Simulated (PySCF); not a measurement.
Gas-phase reaction: 2 GaBr3 + 3 H2 = 2 GaH3 + 3 Br2

Method: PySCF energies plus ideal-gas RRHO corrections (1 bar). † marks an energy on the PBE0/def2-TZVP geometry and frequencies; other levels use their own. MP2 and CCSD(T) freeze the core. All species are closed-shell singlets. B3LYP is the form with VWN-RPA correlation. Br, Ga: all electrons, no relativistic terms. GaH3: computed as isolated molecules; such fragments, hydroxides, amides, oligomers or adducts are transient or little studied in the gas. MP2 isn't extrapolated to the basis-set limit; its ΔH°(298 K) is 1095.0 kJ in def2-SVP and 1083.8 kJ in def2-TZVPP. CCSD(T) isn't extrapolated to the basis-set limit; its ΔH°(298 K) is 1028.6 kJ in def2-SVP and 1021.7 kJ in def2-TZVPP. The harmonic model lacks anharmonicity and excited electronic states, which grow with temperature; levels with a mode under 35 cm⁻¹ are left out. Soft modes under 120 cm⁻¹ make the harmonic entropy rough for GaBr3.

```csv
level,"ΔE electronic, kJ","ΔH°(298 K), kJ","ΔS°(298 K), J/K","ΔG°(1200 K), kJ"
B3LYP/def2-TZVP†,946,942,60,895
CCSD(T)/def2-TZVPP†,1025,1022,60,975
HF/def2-TZVP†,1028,1024,60,977
M06-2X/def2-TZVP†,1073,1070,60,1023
MP2/def2-SVP†,1099,1095,60,1048
PBE/def2-SVP,949,944,58,898
ωB97M-V/def2-TZVP†,986,982,60,935
```
ΔH° is lowest at B3LYP/def2-TZVP† and highest at MP2/def2-SVP†. No reference value is set beside these.
